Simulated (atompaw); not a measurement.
**An all-electron radial function and its pseudo partner (Mo)**

Columns: radius, all-electron u(r) and pseudo u(r) of the 4s shell (level -64.35 eV) of molybdenum in the configuration [Ar] 3d10 4s2 4p6 4d5 5s1 5p0; PBE, scalar-relativistic, PAW (atompaw) scheme, atompaw 4.2.0.5.

```json
{"r (bohr)": "0.096", "all-electron": "0.3788", "pseudo": "0.2144"}
{"r (bohr)": "0.192", "all-electron": "-0.0904", "pseudo": "0.4211"}
{"r (bohr)": "0.288", "all-electron": "-0.5622", "pseudo": "0.6125"}
{"r (bohr)": "0.385", "all-electron": "-0.5067", "pseudo": "0.7837"}
{"r (bohr)": "0.481", "all-electron": "-0.1439", "pseudo": "0.9258"}
{"r (bohr)": "0.577", "all-electron": "0.2836", "pseudo": "1.0366"}
{"r (bohr)": "0.673", "all-electron": "0.6463", "pseudo": "1.1136"}
{"r (bohr)": "0.769", "all-electron": "0.9004", "pseudo": "1.1564"}
{"r (bohr)": "0.865", "all-electron": "1.0464", "pseudo": "1.1661"}
{"r (bohr)": "0.962", "all-electron": "1.1024", "pseudo": "1.1449"}
{"r (bohr)": "1.058", "all-electron": "1.0909", "pseudo": "1.0974"}
{"r (bohr)": "1.154", "all-electron": "1.0348", "pseudo": "1.0289"}
{"r (bohr)": "1.250", "all-electron": "0.9522", "pseudo": "0.9450"}
{"r (bohr)": "1.346", "all-electron": "0.8565", "pseudo": "0.8519"}
{"r (bohr)": "1.442", "all-electron": "0.7573", "pseudo": "0.7553"}
{"r (bohr)": "1.538", "all-electron": "0.6606", "pseudo": "0.6600"}
{"r (bohr)": "1.635", "all-electron": "0.5693", "pseudo": "0.5692"}
{"r (bohr)": "1.731", "all-electron": "0.4872", "pseudo": "0.4872"}
{"r (bohr)": "1.827", "all-electron": "0.4141", "pseudo": "0.4141"}
{"r (bohr)": "1.923", "all-electron": "0.3499", "pseudo": "0.3499"}
{"r (bohr)": "2.019", "all-electron": "0.2944", "pseudo": "0.2944"}
{"r (bohr)": "2.115", "all-electron": "0.2467", "pseudo": "0.2467"}
{"r (bohr)": "2.212", "all-electron": "0.2057", "pseudo": "0.2057"}
{"r (bohr)": "2.308", "all-electron": "0.1713", "pseudo": "0.1713"}
{"r (bohr)": "2.404", "all-electron": "0.1423", "pseudo": "0.1423"}
{"r (bohr)": "2.500", "all-electron": "0.1180", "pseudo": "0.1180"}
```

(1) How many radial nodes do the two functions have?

(2) At about which radius was the pseudo-wave matched?

(3) Is the pseudo-wave norm-conserving?

Results:

(1) The all-electron 4s function has n − l − 1 = 3 (the table is too coarse to show those close to the nucleus); the pseudo-wave has 0, since the states of the same l below it are removed with the core.

(2) 1.80 bohr. The columns agree to 0.0005 from 1.64 bohr on; several derivatives are matched, so the curves merge somewhat inside the radius.

(3) No, it belongs to a PAW set: the norm inside the radius is not constrained, and the difference is carried by the augmentation charge.
